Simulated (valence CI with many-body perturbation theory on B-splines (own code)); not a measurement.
E1 transitions of W66+

Method: valence CI with perturbative core correlation (CI+MBPT): six valence electrons over a frozen Dirac-Fock core [He], a basis of 9 s, 9 p, 8 d, 6 f, 3 g, 1 h functions for each j, with the one-electron correlation potential Σ1, the two-electron term Σ2, the three-electron term Σ3, Breit, model QED; selected CI, second order for the rest, scaled by the run's own slope (own B-spline code, finite nucleus).

The last digits are not significant, and no measured levels were compared; by estimate large intervals hold to a few tenths of a per cent, small ones and those within an open d or f shell to about a per cent. Among the levels kept, up to 2300 cm⁻¹ of a level comes from second order outside the variational space, and about a tenth of that is noise between levels of different J, which matters for small intervals.

Lines 51 to 100 of 206 in falling wavelength, among levels below 780.46 Ry, chosen from the strongest by gf and those to the six lowest levels. Wavelengths and rates use the calculated energies. Electric multipoles are in the length gauge with retardation, E1 and E2 with the static RPA response of the core. Weak lines are less certain than strong ones. Lines between different terms over intervals too small for the method are left out, as are lines whose strength nearly cancels. The highest levels of a list are the least certain.

Levels are named by their leading jj configuration (3d3/2^4 stands for four electrons in 3d with j = 3/2), which in mixed levels can hold well under half, so a name can repeat and another be missing. Letters in brackets count levels of one name in rising energy.

```csv
λ vac (nm),Upper,Lower,A (s⁻¹),S (a.u.)
2.509,(2s^2 2p1/2 2p3/2^2 3p3/2) J=2,(2s^2 2p1/2 2p3/2^2 3s) J=2 [b],3.33e+10,1.30e-03
2.465,(2s^2 2p1/2 2p3/2^2 3p3/2) J=2,(2s^2 2p1/2 2p3/2^2 3s) J=3,3.80e+10,1.40e-03
2.458,(2s^2 2p1/2 2p3/2^2 3p3/2) J=1 [b],(2s^2 2p1/2 2p3/2^2 3s) J=0,8.44e+10,1.86e-03
2.443,(2s^2 2p1/2 2p3/2^2 3p3/2) J=1 [a],(2s^2 2p1/2 2p3/2^2 3s) J=2 [b],8.55e+11,1.85e-02
2.425,(2s^2 2p1/2 2p3/2^2 3p3/2) J=0,(2s^2 2p1/2 2p3/2^2 3s) J=1 [a],1.39e+12,9.79e-03
2.417,(2s^2 2p1/2 2p3/2^2 3p3/2) J=3 [b],(2s^2 2p1/2 2p3/2^2 3s) J=2 [b],6.28e+11,3.07e-02
2.414,(2s^2 2p1/2^2 2p3/2 3p3/2) J=1,(2s^2 2p1/2^2 2p3/2 3s) J=1,1.17e+12,2.44e-02
2.406,(2s^2 2p1/2 2p3/2^2 3p3/2) J=2,(2s^2 2p1/2 2p3/2^2 3s) J=1 [a],7.10e+11,2.44e-02
2.385,(2s^2 2p1/2^2 2p3/2 3d3/2) J=2,(2s^2 2p1/2^2 2p3/2 3p1/2) J=2,5.02e+11,1.68e-02
2.380,(2s^2 2p1/2 2p3/2^2 3p3/2) J=4,(2s^2 2p1/2 2p3/2^2 3s) J=3,1.51e+12,9.05e-02
2.378,(2s^2 2p1/2^2 2p3/2 3d3/2) J=2,(2s^2 2p1/2^2 2p3/2 3p1/2) J=1,5.23e+11,1.74e-02
2.377,(2s^2 2p1/2 2p3/2^2 3p3/2) J=3 [b],(2s^2 2p1/2 2p3/2^2 3s) J=3,8.50e+11,3.94e-02
2.374,(2s^2 2p1/2^2 2p3/2 3p3/2) J=3,(2s^2 2p1/2^2 2p3/2 3s) J=2,1.52e+12,7.04e-02
2.372,(2s^2 2p1/2^2 2p3/2 3p3/2) J=1,(2s^2 2p1/2^2 2p3/2 3s) J=2,2.67e+11,5.28e-03
2.368,(2s^2 2p1/2 2p3/2^2 3p3/2) J=3 [a],(2s^2 2p1/2 2p3/2^2 3s) J=2 [a],1.56e+12,7.16e-02
2.350,(2s^2 2p1/2 2p3/2^2 3p3/2) J=2,(2s^2 2p1/2 2p3/2^2 3s) J=2 [a],7.78e+11,2.49e-02
2.348,(2s^2 2p1/2^2 2p3/2 3d3/2) J=3,(2s^2 2p1/2^2 2p3/2 3p1/2) J=2,1.06e+12,4.76e-02
2.346,(2s^2 2p1/2 2p3/2^2 3p3/2) J=1 [a],(2s^2 2p1/2 2p3/2^2 3s) J=1 [a],5.53e+11,1.06e-02
2.332,(2s^2 2p1/2^2 2p3/2 3d3/2) J=1,(2s^2 2p1/2^2 2p3/2 3p1/2) J=2,1.97e+11,3.70e-03
2.325,(2s^2 2p1/2^2 2p3/2 3d3/2) J=1,(2s^2 2p1/2^2 2p3/2 3p1/2) J=1,9.06e+11,1.69e-02
2.309,(2s^2 2p1/2^2 2p3/2 3d3/2) J=0,(2s^2 2p1/2^2 2p3/2 3p1/2) J=1,1.13e+12,6.85e-03
2.293,(2s^2 2p1/2 2p3/2^2 3p3/2) J=1 [a],(2s^2 2p1/2 2p3/2^2 3s) J=2 [a],6.28e+10,1.12e-03
2.285,(2s^2 2p1/2^2 2p3/2 3p3/2) J=2,(2s^2 2p1/2^2 2p3/2 3s) J=1,9.00e+11,2.65e-02
2.270,(2s^2 2p1/2 2p3/2^2 3p3/2) J=3 [b],(2s^2 2p1/2 2p3/2^2 3s) J=2 [a],2.92e+10,1.18e-03
2.258,(2s^2 2p1/2 2p3/2^2 3p3/2) J=1 [b],(2s^2 2p1/2 2p3/2^2 3s) J=2 [b],7.34e+11,1.25e-02
2.248,(2s^2 2p1/2^2 2p3/2 3p3/2) J=2,(2s^2 2p1/2^2 2p3/2 3s) J=2,8.81e+11,2.47e-02
2.179,(2s^2 2p1/2^2 2p3/2 3p3/2) J=0,(2s^2 2p1/2^2 2p3/2 3s) J=1,2.06e+12,1.05e-02
2.174,(2s^2 2p1/2 2p3/2^2 3p3/2) J=1 [b],(2s^2 2p1/2 2p3/2^2 3s) J=1 [a],9.18e+11,1.40e-02
2.128,(2s^2 2p1/2 2p3/2^2 3p3/2) J=1 [b],(2s^2 2p1/2 2p3/2^2 3s) J=2 [a],2.70e+11,3.85e-03
1.302,(2s^2 2p3/2^4) J=0,(2s 2p1/2^2 2p3/2^3) J=1,4.13e+10,4.51e-05
0.7166,(2s 2p1/2^2 2p3/2^2 3s) J=3,(2s^2 2p1/2^2 2p3/2 3s) J=2,3.01e+12,3.83e-03
0.7132,(2s 2p1/2^2 2p3/2^2 3p1/2) J=3,(2s^2 2p1/2^2 2p3/2 3p1/2) J=2,2.91e+12,3.65e-03
0.7131,(2s 2p1/2^2 2p3/2^2 3p1/2) J=2 [a],(2s^2 2p1/2^2 2p3/2 3p1/2) J=1,2.67e+12,2.39e-03
0.7078,(2s 2p1/2^2 2p3/2^2 3s) J=2 [a],(2s^2 2p1/2^2 2p3/2 3s) J=1,1.66e+12,1.45e-03
0.7041,(2s 2p1/2^2 2p3/2^2 3s) J=2 [a],(2s^2 2p1/2^2 2p3/2 3s) J=2,1.84e+12,1.59e-03
0.6864,(2s 2p1/2^2 2p3/2^3) J=2,(2s^2 2p1/2^2 2p3/2^2) J=2,1.00e+13,7.98e-03
0.6819,(2s 2p1/2 2p3/2^4) J=0,(2s^2 2p1/2 2p3/2^3) J=1,2.00e+13,3.13e-03
0.6777,(2s 2p1/2^2 2p3/2^3) J=1,(2s^2 2p1/2^2 2p3/2^2) J=0,6.38e+12,2.94e-03
0.6771,(2s 2p1/2^2 2p3/2^2 3s) J=1 [a],(2s^2 2p1/2^2 2p3/2 3s) J=1,1.24e+12,5.69e-04
0.6747,(2s 2p1/2^2 2p3/2^2 3s) J=1 [b],(2s^2 2p1/2^2 2p3/2 3s) J=1,1.72e+13,7.84e-03
0.6746,(2s 2p1/2 2p3/2^4) J=1,(2s^2 2p1/2 2p3/2^3) J=2,1.83e+13,8.31e-03
0.6737,(2s 2p1/2^2 2p3/2^2 3s) J=1 [a],(2s^2 2p1/2^2 2p3/2 3s) J=2,9.76e+12,4.42e-03
0.6726,(2s 2p1/2^2 2p3/2^2 3p1/2) J=1 [b],(2s^2 2p1/2^2 2p3/2 3p1/2) J=2,1.21e+13,5.45e-03
0.6722,(2s 2p1/2^2 2p3/2^2 3p1/2) J=1 [a],(2s^2 2p1/2^2 2p3/2 3p1/2) J=1,1.84e+13,8.26e-03
0.6721,(2p1/2^2 2p3/2^4) J=0,(2s 2p1/2^2 2p3/2^3) J=1,4.04e+13,6.05e-03
0.6721,(2s 2p1/2^2 2p3/2^2 3s) J=2 [b],(2s^2 2p1/2^2 2p3/2 3s) J=1,2.63e+12,1.97e-03
0.6719,(2s 2p1/2^2 2p3/2^2 3p1/2) J=2 [b],(2s^2 2p1/2^2 2p3/2 3p1/2) J=2,1.80e+13,1.35e-02
0.6718,(2s 2p1/2^2 2p3/2^2 3p1/2) J=0,(2s^2 2p1/2^2 2p3/2 3p1/2) J=1,1.08e+13,1.62e-03
0.6714,(2s 2p1/2^2 2p3/2^2 3p1/2) J=2 [b],(2s^2 2p1/2^2 2p3/2 3p1/2) J=1,1.95e+12,1.46e-03
0.6714,(2s 2p1/2^2 2p3/2^2 3s) J=1 [b],(2s^2 2p1/2^2 2p3/2 3s) J=2,2.64e+12,1.18e-03
```
